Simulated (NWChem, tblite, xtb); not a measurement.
A ladder of methods for Si2H6SO2 (SMILES O[SiH](O)S[SiH3])

Si2H6SO2 has 11 atoms, charge 0, and is taken as a singlet. SMILES: `O[SiH](O)S[SiH3]`. The coordinates come from a PBE0-D4/def2-TZVP relaxation. This is one conformer, not always the lowest.

| atom | x (Å) | y (Å) | z (Å) |
| --- | --- | --- | --- |
| O | -1.5587 | -0.4435 | 1.4088 |
| Si | -0.1132 | -0.8496 | 0.7805 |
| O | 0.1068 | -2.4591 | 0.9744 |
| S | 0.0569 | -0.4661 | -1.3170 |
| Si | 0.4998 | 1.6248 | -1.2021 |
| H | -2.3404 | -0.8618 | 1.0432 |
| H | 0.8624 | -0.0230 | 1.5211 |
| H | 0.7517 | -2.8893 | 0.4107 |
| H | -0.5005 | 2.3328 | -0.3656 |
| H | 1.8540 | 1.8499 | -0.6377 |
| H | 0.4465 | 2.1278 | -2.5957 |

Each level gives the dipole moment (D). The values are calculated.

```csv
level,kind,program,value (D),CPU time
IPEA1-xTB,semi-empirical,tblite,1.23,under 2 s
GFN2-xTB,semi-empirical,tblite,0.81,under 2 s
GFN0-xTB,semi-empirical,xtb,0.76,under 2 s
GFN1-xTB,semi-empirical,xtb,2.05,under 2 s
HF/STO-3G,Hartree–Fock,NWChem,1.03,11 s
HF/3-21G,Hartree–Fock,NWChem,1.24,13 s
BLYP/6-31G** (spherical functions),GGA,NWChem,0.61,68 s
B3LYP/6-31G* (spherical functions),global hybrid,NWChem,0.70,56 s
B3LYP/6-31G* (Cartesian functions),global hybrid,NWChem,0.71,70 s
```

The values span 0.61 to 2.05 D. Magnitudes only. Sets without polarisation functions give poor dipoles. Times are those of the runs behind each value, whatever else they computed, on shared processors of several kinds: orders of magnitude only.
